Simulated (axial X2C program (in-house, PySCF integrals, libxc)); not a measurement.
## Levels of GaF⁻ by electron attachment to GaF (EOM-EA-CCSD)

Computed with an in-house all-electron X2C program for linear molecules (integrals from PySCF): two-component X2C with atomic mean-field Coulomb and Gaunt terms, Gaussian nuclei, basis Ga dyall-acv3z, F dyall-av3z with contracted cores.

R = 1.788 Å (near the PBE0 minimum at charge 0 of the determinant lowest at the starting distance; the state shown can have its own minimum elsewhere).

Hartree–Fock spinors of GaF (one of each Kramers pair; a window near the gap, which can cut inner shells):

```csv
ω,occupied,ε (eV),character
3/2,yes,-31.80,100% Ga d
1/2,yes,-31.72,97% Ga d
1/2,yes,-17.23,"83% F p, 11% Ga s"
1/2,yes,-15.70,"92% F p, 3% Ga d, 3% Ga f"
3/2,yes,-15.65,"92% F p, 3% Ga d, 3% Ga f"
1/2,yes,-10.18,"62% Ga s, 18% Ga p, 14% F p"
1/2,no,0.40,"93% Ga p, 4% F p, 2% Ga d"
3/2,no,0.41,"93% Ga p, 4% F p, 2% Ga d"
1/2,no,0.66,"91% Ga p, 8% Ga s"
1/2,no,0.99,"87% Ga s, 8% Ga p, 3% Ga d"
1/2,no,1.36,"88% Ga p, 5% F p, 5% Ga d"
3/2,no,1.39,"88% Ga p, 5% F p, 5% Ga d"
```

Levels of GaF⁻ obtained by attaching an electron to GaF:

```csv
Ω,binding energy (eV),above lowest (cm⁻¹),attached spinor,one-particle weight
1/2,-0.167,0,"89% Ga pπ, 6% F pπ",0.97
3/2,-0.185,148,"89% Ga pπ, 6% F pπ",0.97
1/2,-0.582,3352,"87% Ga pσ, 11% Ga sσ",0.99
1/2,-0.870,5675,"83% Ga sσ, 11% Ga pσ",0.99
1/2,-1.076,7331,93% Ga pπ,0.98
3/2,-1.096,7498,93% Ga pπ,0.98
1/2,-2.098,15574,"60% Ga pσ, 30% Ga dσ",0.98
```

What is the splitting of the first π pair in the table, and is it regular or inverted?

E(3/2) − E(1/2) = 148 − 0 = 148 cm⁻¹ at EOM-EA-CCSD: regular, Ω = 1/2 lower. Splittings at this level can be off by ten to twenty per cent.

Negative binding energies belong to unbound states, resonances or levels that the basis set holds; within some tenths of an eV of zero the sign is not settled.

This point took 17 s on 1 thread of Intel(R) Xeon(R) Processor @ 2.30GHz (shared host).

Reference electrons by ω block (each with its −ω partner): 1/2: 14, 3/2: 5, 5/2: 1. 10 electrons of GaF correlated (inner shells frozen), 92 natural virtual spinors (a truncated set); levels can be off by some tenths of an eV. Roots sought by Ω: (1/2: 5, 3/2: 4, 5/2: 2, 7/2: 1); the list ends where they run out and leaves out roots under 60 % one-particle weight. The solver can skip a root, and states that need a further excitation, which the method places far too high, are missing though they may lie low or lowest. T1 of the reference 0.018 (Lee–Taylor). Number of frozen shells: Ga 3 s, 2 p, 1 d; F 1 s.
